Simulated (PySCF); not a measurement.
**Orbital picture of CeSe**

r²SCAN at R = 2.464 Å; PySCF, spin-free X2C with a Gaussian nucleus, basis sets Ce x2c-SVPall, Se x2c-SVPall. State: triplet, about 1.3 electrons in the 4f shell (Mulliken), real f orbitals that mix terms. Only the outer orbitals are listed, counted within each symmetry.

```json
{"spin": "α", "orbital": "18σ", "occ.": "1", "ε (eV)": "-15.10", "on Ce (%)": "11", "main shells (%)": "90 Se s"}
{"spin": "α", "orbital": "19σ", "occ.": "1", "ε (eV)": "-5.39", "on Ce (%)": "32", "main shells (%)": "66 Se p, 18 Ce d"}
{"spin": "α", "orbital": "10π", "occ.": "1", "ε (eV)": "-5.33", "on Ce (%)": "28", "main shells (%)": "72 Se p, 22 Ce d"}
{"spin": "α", "orbital": "10π", "occ.": "1", "ε (eV)": "-5.33", "on Ce (%)": "28", "main shells (%)": "72 Se p, 22 Ce d"}
{"spin": "α", "orbital": "4δ", "occ.": "1", "ε (eV)": "-4.48", "on Ce (%)": "100", "main shells (%)": "98 Ce f"}
{"spin": "α", "orbital": "20σ", "occ.": "1", "ε (eV)": "-3.69", "on Ce (%)": "98", "main shells (%)": "60 Ce s, 26 Ce d"}
{"spin": "α", "orbital": "1φ", "occ.": "0", "ε (eV)": "-3.50", "on Ce (%)": "100", "main shells (%)": "98 Ce f"}
{"spin": "α", "orbital": "1φ", "occ.": "0", "ε (eV)": "-3.50", "on Ce (%)": "100", "main shells (%)": "98 Ce f"}
{"spin": "α", "orbital": "21σ", "occ.": "0", "ε (eV)": "-3.40", "on Ce (%)": "99", "main shells (%)": "82 Ce f, 14 Ce s"}
{"spin": "β", "orbital": "18σ", "occ.": "1", "ε (eV)": "-15.13", "on Ce (%)": "11", "main shells (%)": "89 Se s"}
{"spin": "β", "orbital": "19σ", "occ.": "1", "ε (eV)": "-5.32", "on Ce (%)": "30", "main shells (%)": "68 Se p, 20 Ce d"}
{"spin": "β", "orbital": "10π", "occ.": "1", "ε (eV)": "-5.32", "on Ce (%)": "23", "main shells (%)": "76 Se p, 18 Ce d"}
{"spin": "β", "orbital": "10π", "occ.": "1", "ε (eV)": "-5.32", "on Ce (%)": "23", "main shells (%)": "76 Se p, 18 Ce d"}
{"spin": "β", "orbital": "1φ", "occ.": "0", "ε (eV)": "-2.60", "on Ce (%)": "100", "main shells (%)": "100 Ce f"}
{"spin": "β", "orbital": "1φ", "occ.": "0", "ε (eV)": "-2.60", "on Ce (%)": "100", "main shells (%)": "100 Ce f"}
{"spin": "β", "orbital": "4δ", "occ.": "0", "ε (eV)": "-2.38", "on Ce (%)": "100", "main shells (%)": "98 Ce f"}
```

Which are the highest filled and the lowest empty level, where do they sit, and how wide is the gap?

Highest filled α 20σ at -3.69 eV (in %: 60 Ce s, 26 Ce d); lowest empty α 1φ at -3.50 eV (in %: 98 Ce f); the gap at r²SCAN is 0.19 eV.

```
bond order (Mayer)                               : 2.50
⟨S²⟩                                             : 2.014
charge on Ce (Mulliken, basis-dependent)         : 0.28
charge on Ce (Löwdin, basis-dependent)           : -0.11
dipole moment (positive dipole means Ce(−)Se(+)) : -6.23 D
```

Spin–orbit coupling is left out. With d or f electrons several states lie close, and the lowest PBE0 determinant need not be the measured ground state.
